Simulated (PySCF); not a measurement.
Vertical excitations of a molecule C₃H₄BrCl from PySCF with TDA-LC-ωPBE/def2-SVPD, as energy in eV (oscillator strength): 5.69 (0.000), 6.60 (0.006), 6.83 (0.000), 6.93 (0.476), 7.44 (0.005), 7.53 (0.000), 7.82 (0.021), 7.99 (0.039), 8.22 (0.001), 8.28 (0.074). Lowest triplet (TDA): 3.81 eV. Coordinates come from a TPSSh-D3(BJ)/def2-SVP optimisation. One conformer was computed; it need not be the lowest.

Question: Which molecule gave these data?
A) C/C(Cl)=C\Br
B) C/C(Br)=C\Cl
C) ClC1(Br)CC1
D) C/C=C(\Cl)Br

Answer: D, C/C=C(\Cl)Br
